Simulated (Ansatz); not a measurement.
Total energies of FH2SeSn (`[F][SnH][SeH]`) radical.

```xyz
5

F     1.667    0.279   -0.882
Sn   -0.244   -0.023   -0.914
Se   -0.868   -0.486    1.507
H    -0.911    1.514   -1.383
H     0.355   -1.284    1.672
```

Charge 0, multiplicity 2. Correlated methods include outer-core shells of Se, Sn, which these sets cover unevenly. Scalar relativity is left out up to krypton. Sn takes the def2 core potential. The geometry is a stationary point of PBE0-D4/def2-TZVP. It is one conformer, not always the lowest. Basis def2-TZVPP, the Gaussian-basis code of Ansatz.

RPA on PBE orbitals: Hartree–Fock energy of these orbitals -2713.81967 Eh, correlation -1.23841 Eh (frozen core).

| functional | energy without D4 (Eh) | D4 term (kJ/mol) |
| --- | --- | --- |
| LDA (SPW92) | -2712.57146 | – |
| PBE | -2716.52139 | -10.6 |
| revPBE | -2716.79461 | -25.1 |
| BLYP | -2716.95831 | -22.4 |
| r2SCAN | -2717.00983 | -2.2 |
| B97M-V | -2716.50395 | – |
| PBE0 | -2716.60289 | -9.0 |
| B3LYP | -2717.09009 | -17.6 |
| r2SCANh | -2716.98807 | -2.5 |
| r2SCAN0 | -2716.95694 | -2.8 |
| HSE06 (plane-wave form) | -2716.60044 | -8.6 |
| BHLYP | -2716.85545 | -17.1 |
| CAM-B3LYP | -2717.06136 | -9.5 |
| LC-ωPBE | -2716.62554 | – |
| ωB97X-V | -2716.69842 | – |
| ωB97M-V | -2716.76339 | – |
| B2PLYP | -2716.33498 | – |
| PBE-QIDH | -2716.07293 | – |

B3LYP takes the VWN-RPA correlation (the form of Gaussian; ORCA's B3LYP/G). HSE06 is the plane-wave form, built on full-range PBE exchange. The double hybrids freeze the cores in their second-order part.

LC-ωPBE has ω = 0.4 bohr⁻¹.
